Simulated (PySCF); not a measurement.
Ge(H)(Br)(Et)2, SMILES [CH2]([GeH]([CH2]C)[Br])C (C4H11BrGe) (GFN2-xTB optimised geometry):

```
17

Ge     0.147    -0.314     0.000
Br    -0.345    -1.232    -2.053
C     -0.591    -1.557     1.386
C     -0.021    -2.965     1.284
C     -0.591     1.547     0.000
C     -0.046     2.403    -1.135
H      1.679    -0.314     0.000
H     -0.375    -1.135     2.368
H     -1.678    -1.585     1.279
H      1.063    -2.951     1.398
H     -0.256    -3.409     0.317
H     -0.438    -3.603     2.062
H     -1.679     1.486    -0.067
H     -0.354     2.004     0.962
H      1.040     2.477    -1.074
H     -0.304     1.974    -2.102
H     -0.460     3.409    -1.088
```

Method: PBE0/def2-SVP in PySCF 2.14.0.

What are the frontier orbital energies and the dipole moment?

HOMO-2 -8.56 eV, HOMO-1 -7.69 eV, HOMO -7.62 eV, LUMO 0.53 eV, LUMO+1 1.51 eV; dipole moment 2.57 D.

On the same geometry PBE/def2-SVP (PySCF) gives HOMO-2 -7.21 eV, HOMO-1 -6.38 eV, HOMO -6.35 eV, LUMO -0.36 eV, LUMO+1 0.60 eV; dipole moment 2.44 D.

Meta-Löwdin charges at PBE0/def2-SVP: Ge1 0.63, Br2 -0.31, C3 -0.35, C4 -0.29, C5 -0.35, C6 -0.29, H7 -0.07, H8 0.11, H9 0.11, H10 0.10, H11 0.11, H12 0.10, H13 0.11, H14 0.11, H15 0.10, H16 0.11, H17 0.10.
